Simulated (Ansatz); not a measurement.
ClFGaH$_{2}$N, SMILES `[NH2][Ga]([F])[Cl]`, 6 atoms. Total charge 0; spin multiplicity 1. Correlated methods include outer-core shells of Ga, which these sets cover unevenly. Scalar relativity is left out up to krypton. All runs use 2 threads of a server CPU on a shared host. Correlated methods freeze the cores.

Question: How many basis functions does each run have, and how long does it take in Ansatz? RKS PBE0-D4/def2-QZVPP energy; RKS PBE0-D4/def2-SVP energy; RKS ωB97M-V/def2-TZVPP energy and forces; RHF-CCSD(T)/def2-TZVPP energy; RKS PBE0-D4/def2-TZVPP energy; RKS CAM-B3LYP-D4/def2-TZVPP energy; RKS PBE0-D4/def2-TZVP frequencies; RHF-MP2/def2-QZVPP energy; direct RPA on PBE orbitals/def2-TZVPP energy; RKS ωB97M-V/def2-QZVPP energy; RKS ωB97M-V/def2-SVP energy; RKS B3LYP-D4/def2-TZVPP energy and forces. (Best estimate.)

Answer: Ansatz gave: Other jobs shared the machine, so times are rough.

```json
{"level": "RKS PBE0-D4/def2-SVP", "job": "energy", "functions": "88", "wall time": "1.6 s", "peak host memory (GiB)": "0.17"}
{"level": "RKS PBE0-D4/def2-TZVPP", "job": "energy", "functions": "180", "wall time": "3.5 s", "peak host memory (GiB)": "0.43"}
{"level": "RKS CAM-B3LYP-D4/def2-TZVPP", "job": "energy", "functions": "180", "wall time": "4.1 s", "peak host memory (GiB)": "0.49"}
{"level": "RKS B3LYP-D4/def2-TZVPP", "job": "energy and forces", "functions": "180", "wall time": "4.9 s", "peak host memory (GiB)": "0.43"}
{"level": "direct RPA on PBE orbitals/def2-TZVPP", "job": "energy", "functions": "180", "wall time": "5.5 s", "peak host memory (GiB)": "0.34"}
{"level": "RKS ωB97M-V/def2-SVP", "job": "energy", "functions": "88", "wall time": "7 s", "peak host memory (GiB)": "0.25"}
{"level": "RKS PBE0-D4/def2-QZVPP", "job": "energy", "functions": "333", "wall time": "10 s", "peak host memory (GiB)": "1"}
{"level": "RKS ωB97M-V/def2-TZVPP", "job": "energy and forces", "functions": "180", "wall time": "14 s", "peak host memory (GiB)": "0.55"}
{"level": "RHF-MP2/def2-QZVPP", "job": "energy", "functions": "333", "wall time": "19 s", "peak host memory (GiB)": "1.2"}
{"level": "RKS ωB97M-V/def2-QZVPP", "job": "energy", "functions": "333", "wall time": "23 s", "peak host memory (GiB)": "1.2"}
{"level": "RHF-CCSD(T)/def2-TZVPP", "job": "energy", "functions": "180", "wall time": "92 s", "peak host memory (GiB)": "1.8"}
{"level": "RKS PBE0-D4/def2-TZVP", "job": "frequencies", "functions": "159", "wall time": "110 s", "peak host memory (GiB)": "0.38"}
```

B3LYP here is the variant with VWN-RPA as its local correlation; programs differ in this.
